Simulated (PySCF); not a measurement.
SMILES CO[Si](O)([GeH3])[GeH3], singlet (GFN2-xTB optimised geometry):

```
16

C     -1.925     0.104    -1.632
O     -0.751     0.793    -1.338
Si     0.140     0.528     0.000
O      1.373     1.569    -0.117
Ge    -1.215     0.941     1.876
Ge     1.155    -1.572     0.000
H     -2.347     0.525    -2.544
H     -1.719    -0.960    -1.787
H     -2.649     0.207    -0.816
H      1.224     2.454    -0.443
H     -1.779    -0.286     2.535
H     -2.454     1.752     1.597
H     -0.579     1.682     3.013
H      2.649    -1.572     0.000
H      0.793    -2.454    -1.164
H      0.795    -2.425     1.183
```

Calculation: B3LYP/def2-TZVP (PySCF 2.14.0).

**Question.** What are the frontier orbital energies and the dipole moment?

**Answer.** HOMO-2 -8.80 eV, HOMO-1 -8.67 eV, HOMO -7.17 eV, LUMO -0.81 eV, LUMO+1 -0.51 eV; dipole moment 1.79 D.

On the same geometry PySCF 2.14.0 with PBE/def2-TZVP gives HOMO-2 -7.53 eV, HOMO-1 -7.37 eV, HOMO -6.18 eV, LUMO -1.44 eV, LUMO+1 -1.11 eV; dipole moment 1.74 D.

Meta-Löwdin charges at B3LYP/def2-TZVP: C1 -0.11, O2 -0.62, Si3 1.01, O4 -0.75, Ge5 0.03, Ge6 0.06, H7 0.12, H8 0.10, H9 0.10, H10 0.36, H11 -0.05, H12 -0.05, H13 -0.04, H14 -0.04, H15 -0.05, H16 -0.06.
